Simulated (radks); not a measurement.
The numbers below are computed, except where a source is named.
Task: These are the eigenvalues of the occupied orbitals of an atom or ion with whole-number occupations (eV). Level of theory: Dirac Kohn-Sham, relativistic LDA (MacDonald-Vosko exchange, VWN5 correlation), spin-unpolarised, spherical densities, finite nucleus; Fermi nuclear charge, rms radius of each element as measured or else 0.836 A^(1/3) + 0.57 fm (a radial shooting solver on a logarithmic mesh with Libxc functionals).

| orbital | eigenvalue |
|---|---|
| 1s1/2 | -49087.97 |

Which element is it, and in what charge state? The configuration may be excited. Open shells, if any, fill j = l - 1/2 first.

Result: Z = 59, praseodymium, charge +58: Pr58+ in 1s1. The 1s level, -1803.9 hartree, gives Z - s = 60.1 by -(Z - s)^2/2, which with screening and relativity narrows Z to a few neighbours, and the depths must fix Z and the occupations together.
